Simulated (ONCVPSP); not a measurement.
# Cutoff test, boron, ONCV

B, optimised norm-conserving Vanderbilt (ONCV), made with ONCVPSP 4.0.1 (revPBE, scalar-relativistic). Core [He], reference 2s2 (charge +1). Waves: 2s: rc 1.50 bohr, ncon 3, nbas 6, qcut 5.2 1/bohr, 2 projectors, debl 3.7 Ha; p scattering state at 0.03 Ha: rc 1.20 bohr, ncon 4, nbas 9, qcut 6.1 1/bohr, 2 projectors, debl 3.7 Ha. Local part: polynomial inside 1.10 bohr (lpopt 5, dvloc0 0 Ha). Core correction: polynomial model core, fcfact 0.7.

In the p channel the program set the typed energies aside and used 0.050, 3.750 Ha.

Q: For each optimised wave give the share of its norm inside rc, the residual kinetic energy above qcut (Ha) and the cutoffs (Ha) for errors of 10, 1, 0.1 and 0.01 mHa per electron.

A:

```json
{"wave": "2s", "norm inside rc": "0.400", "residual KE": "1.2e-04", "10 mHa": "6.5", "1 mHa": "10.4", "0.1 mHa": "14.4", "0.01 mHa": "41.5"}
{"wave": "s projector 2", "norm inside rc": "0.089", "residual KE": "1.2e-03", "10 mHa": "10.8", "1 mHa": "13.9", "0.1 mHa": "37.2", "0.01 mHa": "55.9"}
{"wave": "p projector 1", "norm inside rc": "0.094", "residual KE": "9.4e-04", "10 mHa": "10.7", "1 mHa": "18.4", "0.1 mHa": "109.5", "0.01 mHa": "185.4"}
{"wave": "p projector 2", "norm inside rc": "0.085", "residual KE": "1.3e-02", "10 mHa": "19.8", "1 mHa": "38.7", "0.1 mHa": "97.2", "0.01 mHa": "210.9"}
```

The occupied waves need 10 Ha and 14 Ha for 1 and 0.1 mHa.
